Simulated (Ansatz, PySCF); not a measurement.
Reaction R1 → P1 + P2, each structure at its B3LYP-D3(BJ)/def2-TZVP stationary point, reached from a drawn start (curvature not checked).
R1: Cl3NbO (SMILES [O]=[Nb]([Cl])([Cl])[Cl]), charge 0, multiplicity 1.
P1, Cl2NbO (SMILES [O]=[Nb]([Cl])[Cl]) (charge 0, multiplicity 2):
```
atom    x (Å)    y (Å)    z (Å)
----  -------  -------  -------
Nb     0.0721  -0.0003  -0.0039
O      1.7644  -0.0078  -0.0220
Cl    -0.9091   2.0914   0.0061
Cl    -0.9274  -2.0833   0.0198
```
P2: Cl atom, charge 0, multiplicity 2.

P less R. No zero-point or thermal terms; singlets are restricted closed shells; open shells are unrestricted; no spin–orbit coupling. The spin states of the d-block species are the ones drawn and need not be the lowest.

Correlated levels freeze the cores.

Programs: Ansatz (Gaussian basis) for Hartree–Fock, density functionals and correlated methods; PySCF for M06-2X. Each number belongs to the level named beside it. Elements past Kr take the def2 small-core potentials, without spin–orbit coupling.

| level | reaction energy (kcal/mol) |
|---|---|
| HF/def2-SVP | 61.75 |
| HF/def2-QZVPP | 64.79 |
| r2SCAN/def2-TZVPP | 109.28 |
| M06-2X/def2-TZVPP | 100.27 |
| CAM-B3LYP/def2-TZVPP | 99.95 |
| wB97M-V/def2-TZVPP | 104.54 |
| MP2/def2-SVP | … |
| SCS-MP2/def2-TZVPP | … |
| SCS-MP2/def2-QZVPP | … |

Question: Some entries are withheld; supply them.

Answer: 
- MP2/def2-SVP, reaction energy (kcal/mol): 108.14
- SCS-MP2/def2-TZVPP, reaction energy (kcal/mol): 108.35
- SCS-MP2/def2-QZVPP, reaction energy (kcal/mol): 110.07

Ansatz is a first-principles code.
